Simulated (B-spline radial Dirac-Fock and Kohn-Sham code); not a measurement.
## Energy-loss ionisation edge O3 of W

System: the free tungsten atom in the configuration [Xe] 4f14 5d4 6s2. Method: the first Born approximation with generalised oscillator strengths from a Dirac-Hartree-Slater potential (longitudinal and transverse terms; continuum final states only, so no white lines or fine structure). Computed with a radial atomic solver. The edge is taken at 44.98 eV (orbital energy of the model).

Partial cross sections σ(β, Δ) in barn, integrated over a window Δ above the edge and up to the collection semi-angle β, for parallel illumination:

| E₀ (kV) | β (mrad) | Δ = 25 eV | Δ = 50 eV | Δ = 100 eV | Δ = 200 eV | Δ = 300 eV |
| --- | --- | --- | --- | --- | --- | --- |
| 60 | 10 | 108000 | 128000 | 137000 | 140000 | 141000 |
| 60 | 50 | 160000 | 215000 | 254000 | 274000 | 278000 |
| 80 | 5 | 69700 | 81300 | 86100 | 88100 | 88700 |
| 80 | 100 | 130000 | 174000 | 207000 | 228000 | 235000 |
| 100 | 50 | 111000 | 149000 | 176000 | 193000 | 197000 |
| 120 | 5 | 59500 | 69800 | 74200 | 76100 | 76700 |
| 120 | 10 | 78700 | 95800 | 103000 | 106000 | 107000 |
| 120 | 20 | 95300 | 124000 | 140000 | 145000 | 146000 |
| 120 | 50 | 98500 | 131000 | 156000 | 171000 | 175000 |
| 200 | 10 | 64900 | 80900 | 88200 | 90800 | 91600 |
| 200 | 50 | 73000 | 97000 | 115000 | 126000 | 129000 |
| 200 | 100 | 73000 | 97000 | 115000 | 126000 | 130000 |
| 300 | 5 | 46400 | 55700 | 59700 | 61400 | 62000 |
| 300 | 100 | ? | ? | ? | ? | ? |

Q: Give the row for 300 kV and 100 mrad.

A: 60500 b for 25 eV, 80100 b for 50 eV, 94500 b for 100 eV, 103000 b for 200 eV, 106000 b for 300 eV.
